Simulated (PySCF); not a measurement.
Mg(iPr)(SMe), C₄H₁₀MgS, SMILES C[CH](C)[Mg][S]C, singlet at its GFN2-xTB optimised geometry (Å):

```
16

Mg    -0.3888    -1.3864     0.0000
C     -1.5954     0.3721     0.0000
C     -2.4754     0.4279     1.2421
C     -2.4411     0.4517    -1.2645
H     -0.9260     1.2465     0.0175
H     -3.0485     1.3612     1.2684
H     -3.1883    -0.3981     1.2536
H     -1.8699     0.3803     2.1515
H     -1.8111     0.4191    -2.1579
H     -3.0120     1.3864    -1.2898
H     -3.1546    -0.3726    -1.3101
S      1.9871    -1.3864     0.0000
C      2.1269     0.4298    -0.0225
H      1.6600     0.8313    -0.9231
H      3.1883     0.6624    -0.0301
H      1.6684     0.8525     0.8727
```

Level of theory: PBE0/def2-TZVP run with PySCF. Cells within 0.4 Å of a nucleus heavier than hydrogen are left out (blank, or x).

Map of the HOMO−1 amplitude (bohr^(-3/2)), clipped to [-0.25, 0.25] on the plane z = 0.0 Å; orbital energy -6.00 eV, overall sign arbitrary:

```
|444444444444444444444444444|
|444444444444444444444444444|
|444444444444444444444444444|
|444444444444444444444444444|
|444444444444444444444444444|
|444444444444444444444444444|
|444444444444444444444444444|
|444444444333344444444444444|
|444444443333334444444444444|
|444444433323334444443334444|
|444444432122344444433333444|
|444444321023444444433333444|
|444444321xx6544444x33333444|
|444443334x97554333333344444|
|444443445787544333444444444|
|444444445665443212455444444|
|444444445553x4320xx76544444|
|444444444554x43212x76544444|
|444444444444433223565544444|
|444444444444443333454444444|
|444444444444443334444444444|
|444444444444444444444444444|
|444444444444444444444444444|
|444444444444444444444444444|
|444444444444444444444444444|
|444444444444444444444444444|
|444444444444444444444444444|
```
Scale: ten equal steps from -0.175 (start of '0') to 0.250 (end of '9'), in the order '0123456789'; x runs from -5.50 to 5.50, y from -5.50 (bottom) to 5.50 (top).
